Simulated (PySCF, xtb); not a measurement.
BH4N, SMILES BN (connectivity only; charge and spin as stated), charge +1, multiplicity 2.

The structure is a stationary point at ωB97X-D3(BJ)/def2-TZVP. The multiplicity is an assumed one; other spin states were not compared.

The numbers are results of IEF-PCM-PBE0/def2-TZVPD run with PySCF, not measurements.

The values are the electrostatic part of the solvation free energy, E(continuum) − E(gas) at the gas-phase geometry, in a cavity of scaled van der Waals radii (PySCF's table); cavitation and dispersion terms are not included.

```
solvent      ε  ΔG(elec) (kcal/mol)
-------  -----  -------------------
water    78.36                -71.2
acetone  20.49                  [?]
toluene   2.37                -41.2
```

Question: What belongs in the gaps? (An estimate is asked for; the answer gives what the named calculation found.)

Answer: 
- acetone, ΔG(elec) (kcal/mol): -68.5

For comparison, GFN2-xTB/ALPB(water) (xtb, at the GFN2-xTB geometry, all terms of that model) gives -68.7 kcal/mol.
